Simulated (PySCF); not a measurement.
## Magnetisability: `CC(C)[C@@H](C)C=O`, C6H12O

Molfile (atoms numbered from 1):
```
C6H12O
     RDKit          3D

 19 18  0  0  0  0  0  0  0  0999 V2000
    1.2169   -1.5414    0.2723 C   0  0  0  0  0  0  0  0  0  0  0  0
    0.7080   -0.1045    0.3483 C   0  0  0  0  0  0  0  0  0  0  0  0
    1.2651    0.7129   -0.8159 C   0  0  0  0  0  0  0  0  0  0  0  0
   -0.8427   -0.0865    0.3946 C   0  0  1  0  0  0  0  0  0  0  0  0
   -1.3926    1.2469    0.8923 C   0  0  0  0  0  0  0  0  0  0  0  0
   -1.3826   -0.4139   -0.9711 C   0  0  0  0  0  0  0  0  0  0  0  0
   -1.5320   -1.5193   -1.4123 O   0  0  0  0  0  0  0  0  0  0  0  0
    0.8104   -2.0431   -0.6026 H   0  0  0  0  0  0  0  0  0  0  0  0
    0.9221   -2.1025    1.1562 H   0  0  0  0  0  0  0  0  0  0  0  0
    2.3023   -1.5538    0.2047 H   0  0  0  0  0  0  0  0  0  0  0  0
    1.0602    0.3424    1.2855 H   0  0  0  0  0  0  0  0  0  0  0  0
    1.0031    0.2526   -1.7662 H   0  0  0  0  0  0  0  0  0  0  0  0
    0.8859    1.7317   -0.8041 H   0  0  0  0  0  0  0  0  0  0  0  0
    2.3500    0.7576   -0.7483 H   0  0  0  0  0  0  0  0  0  0  0  0
   -1.1498   -0.8844    1.0792 H   0  0  0  0  0  0  0  0  0  0  0  0
   -1.1295    2.0570    0.2164 H   0  0  0  0  0  0  0  0  0  0  0  0
   -2.4770    1.2043    0.9673 H   0  0  0  0  0  0  0  0  0  0  0  0
   -0.9916    1.4765    1.8768 H   0  0  0  0  0  0  0  0  0  0  0  0
   -1.6360    0.4768   -1.5805 H   0  0  0  0  0  0  0  0  0  0  0  0
  1  2  1  0
  2  3  1  0
  2  4  1  0
  4  5  1  0
  4  6  1  0
  6  7  2  0
  1  8  1  0
  1  9  1  0
  1 10  1  0
  2 11  1  0
  3 12  1  0
  3 13  1  0
  3 14  1  0
  4 15  1  1
  5 16  1  0
  5 17  1  0
  5 18  1  0
  6 19  1  0
M  END
```

Computed, not measured: PySCF, GIAO PBE0/pcSseg-1 magnetisability, rotational g tensor and spin-rotation constants, non-relativistic, gas phase. Geometry: GFN2-xTB.

(1) How diamagnetic is it, and how anisotropic?

(2) Split it along the inertial axes a, b, c into diamagnetic and paramagnetic parts about the centre of mass, with the quadrupole moment.

(3) And the rotational g tensor?

## Answers

(1) Isotropic -1149 × 10⁻³⁰ J/T², or -69.2 × 10⁻⁶ cm³/mol; principal values -1287, -1166, -996 × 10⁻³⁰ J/T², anisotropy 253 × 10⁻³⁰ J/T² (root of half the summed squared differences of the principal values). The susceptibility is in cgs units.

(2) 
```csv
axis,χ (10⁻⁶ cm³/mol),diamagnetic (10⁻⁶ cm³/mol),paramagnetic (10⁻⁶ cm³/mol),summed x² of all electrons (Å²),quadrupole Θ (D Å)
a,-74.1,-567.4,493.3,102.4,+0.47
b,-61.9,-625.9,564.0,88.6,-3.89
c,-71.7,-810.0,738.4,45.2,+3.42
```
Anisotropies 2χaa − χbb − χcc = -14.6 and 2χbb − χaa − χcc = +21.9 × 10⁻⁶ cm³/mol. Θ is traceless in Buckingham's convention.

(3) 
```
axis  rotational constant (GHz)        g  nuclear part  electronic part
   a                     2.7459  -0.0113        0.6251          -0.6364
   b                     2.3848  -0.0205        0.6114          -0.6319
   c                     1.7467  -0.0106        0.5953          -0.6059
```
Asymmetric top; isotopes 12C, 1H, 16O; no vibrational averaging.
